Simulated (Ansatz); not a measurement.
Basis sets compared for W(NH)2F2 (WN₂F₂H₂). Total charge 0; singlet. Geometry PBE-D4/def2-SVP. Ansatz on 4 threads of Arm Neoverse V2 on a shared host; times are rough, and most runs start from earlier orbitals.

```xyz
7

W    -0.0441    0.5568   -0.0065
N    -0.0800   -0.4500    1.4340
H    -0.0514   -1.3320    1.9533
N     0.1524   -0.4651   -1.4233
H     0.2639   -1.3524   -1.9219
F     1.4918    1.6504    0.1127
F    -1.7326    1.3923   -0.1483
```

In the def2 sets W takes a core potential; there is no spin–orbit coupling.

| level | functions | energy (Eh) | HOMO (eV) | LUMO (eV) | wall time |
| --- | --- | --- | --- | --- | --- |
| PBE-D4/def2-SVP | 98 | -377.1509 | -6.77 | -2.34 | 0.85 s |
| PBE-D4/def2-TZVP (with forces) | 176 | -377.5428 | -6.90 | -2.51 | 1.8 s |
| r2SCAN-D4/def2-TZVP | 176 | -377.6995 | -7.21 | -2.44 | 3 s |
| PBE0-D4/def2-SVP | 98 | -377.0675 | -8.20 | -1.63 | 1.1 s |
| PBE0-D4/def2-TZVP | 176 | -377.4615 | -8.27 | -1.74 | 1.9 s |

(1) Estimate the rows for PBE-D4/def2-TZVPD, r2SCAN-D4/def2-TZVPD, PBE0-D4/def2-TZVPD.

## Answers

(1) 
```
               level  functions  energy (Eh)  HOMO (eV)  LUMO (eV)  wall time
   PBE-D4/def2-TZVPD        215    -377.5463      -6.95      -2.60      2.2 s
r2SCAN-D4/def2-TZVPD        215    -377.7025      -7.23      -2.48      4.2 s
  PBE0-D4/def2-TZVPD        215    -377.4646      -8.30      -1.82      2.7 s
```
